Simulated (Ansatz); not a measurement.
Reactions of toluene.

Isolated molecules relaxed with PBE0-D4/def2-TZVP in Ansatz; ΔE leaves out vibrations. CCSD(T)/CBS is the MP2 limit (def2-TZVPP, def2-QZVPP) plus CCSD(T) − MP2 in def2-TZVPP, frozen cores. This one scheme is used for every species. DFT in def2-TZVPP. Elements past krypton have def2 core potentials. For In outer-core shells are correlated without core-valence functions, which leaves a few kJ/mol of doubt a bond. One conformer a species, not always the lowest.

```json
{"reaction": "`Cc1ccccc1` + `O[SiH](F)S[SiH2]Cl` → `CO[SiH](F)S[SiH2]Cl` + `c1ccccc1`", "CCSD(T)/CBS(def2) (kJ/mol)": "?"}
{"reaction": "`Cc1ccccc1` + `[NH2][InH2]` → `C[NH][InH2]` + `c1ccccc1`", "CCSD(T)/CBS(def2) (kJ/mol)": "51"}
{"reaction": "`Cc1ccccc1` + `O=CF` → `O=C(F)c1ccccc1` + CH₄", "CCSD(T)/CBS(def2) (kJ/mol)": "-44"}
{"reaction": "`Cc1ccccc1` + CH₃OH → `COc1ccccc1` + CH₄", "CCSD(T)/CBS(def2) (kJ/mol)": "10"}
```

Fill in the missing values. (An estimate is asked.)

Computed: `Cc1ccccc1` + `O[SiH](F)S[SiH2]Cl` → `CO[SiH](F)S[SiH2]Cl` + `c1ccccc1`: +65.6 kJ/mol.

Largest T1 diagnostic: 0.016, for `C[NH][InH2]`.
